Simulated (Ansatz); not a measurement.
Total energies of `[NH2][Ta]([OH])(=[S])[Cl]`.

```xyz
8

N    -1.4652   -0.1587    0.2392
Ta    0.4833   -0.2457    0.1025
O     1.1305    1.4376   -0.4492
S     0.9118   -1.7844   -1.3477
Cl    1.3989   -0.7571    2.1590
H    -1.9563    0.5883    0.7122
H    -2.1152   -0.8007   -0.1883
H     1.6121    1.7206   -1.2277
```

Total charge 0; spin multiplicity 1. Correlated methods include outer-core shells of Ta, which these sets cover unevenly. Ta takes the def2 core potential. The geometry is a stationary point of PBE0-D4/def2-TZVP. It is one conformer, not always the lowest. Basis def2-TZVPP, the Gaussian-basis code of Ansatz.

RPA on PBE orbitals: Hartree–Fock energy of these orbitals -1044.72430 Eh, correlation -1.86619 Eh (frozen core).

```csv
functional,kind,energy without D4 (Eh),D4 term (kJ/mol)
revPBE,GGA,-1047.39505,-51.4
HSE06 (plane-wave form),screened hybrid,-1047.05956,-18.9
```

**Question.** Give the same for LDA (SPW92), PBE, BLYP, r2SCAN, B97M-V, PBE0, B3LYP, r2SCANh, r2SCAN0, BHLYP, CAM-B3LYP, LC-ωPBE, ωB97X-V, ωB97M-V, B2PLYP, PBE-QIDH. (Best estimate.)

**Answer.** The calculation gave: 
```csv
functional,kind,energy without D4 (Eh),D4 term (kJ/mol)
LDA (SPW92),LDA,-1043.58588,–
PBE,GGA,-1047.06404,-22.7
BLYP,GGA,-1047.48603,-46.8
r2SCAN,meta-GGA,-1047.44314,-5.4
B97M-V,meta-GGA with VV10,-1047.28335,–
PBE0,"global hybrid, 25 % exact exchange",-1047.08130,-19.8
B3LYP,"global hybrid, 20 %",-1047.58083,-36.9
r2SCANh,"meta-GGA hybrid, 10 %",-1047.40656,-6.0
r2SCAN0,"meta-GGA hybrid, 25 %",-1047.35344,-6.7
BHLYP,"global hybrid, 50 %",-1047.32610,-34.2
CAM-B3LYP,range-separated hybrid,-1047.45251,-20.8
LC-ωPBE,long-range corrected hybrid,-1047.21350,–
ωB97X-V,range-separated hybrid GGA with VV10,-1047.31635,–
ωB97M-V,range-separated hybrid meta-GGA with VV10,-1047.35059,–
B2PLYP,double hybrid,-1047.07740,–
PBE-QIDH,double hybrid,-1046.80779,–
```

B3LYP takes the VWN-RPA correlation (the form of Gaussian; ORCA's B3LYP/G). HSE06 is the plane-wave form, built on full-range PBE exchange. The double hybrids freeze the cores in their second-order part.

LC-ωPBE has ω = 0.4 bohr⁻¹.
